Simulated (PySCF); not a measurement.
C4H8OS, SMILES C[C@H]1O[C@H](C)S1. Heavy atoms are numbered as in [CH3:1][C@H:2]1[O:3][C@H:4]([CH3:5])[S:6]1. Hydrogens are named by the atom that carries them.

Coordinates come from a B3LYP-D3(BJ)/def2-SVP optimisation. The structure was generated by enumeration; whether it is a known compound was not checked.

Method: PBE/pcSseg-1 in PySCF.

GIAO shieldings, no solvent; atoms alike by connectivity are averaged. δ = σ(ref) − σ: ¹³C against TMS (σ = 182.0 ppm); ¹⁷O against H2O (σ = 334.3 ppm); ³³S against H2S (σ = 706.5 ppm); ¹H against TMS (σ = 31.49 ppm), references at their B3LYP-D3(BJ)/def2-TZVP geometries, non-relativistic.

```json
[
 {"atoms": "C2 (CH)", "nucleus": "¹³C", "count": "2", "δ (ppm)": "88.3"},
 {"atoms": "C1 (CH3)", "nucleus": "¹³C", "count": "2", "δ (ppm)": "(withheld)"},
 {"atoms": "O3", "nucleus": "¹⁷O", "count": "1", "δ (ppm)": "116.2"},
 {"atoms": "S6", "nucleus": "³³S", "count": "1", "δ (ppm)": "403.6"},
 {"atoms": "H on C2", "nucleus": "¹H", "count": "2", "δ (ppm)": "(withheld)"},
 {"atoms": "H on C1", "nucleus": "¹H", "count": "6", "δ (ppm)": "(withheld)"}
]
```

### Question
Fill in the missing entries. (The exact figures need the calculation; the answer reports its results.)

### Answer

- H on C1, δ (ppm): 1.99
- C1 (CH3), δ (ppm): 32.7
- H on C2, δ (ppm): 6.18
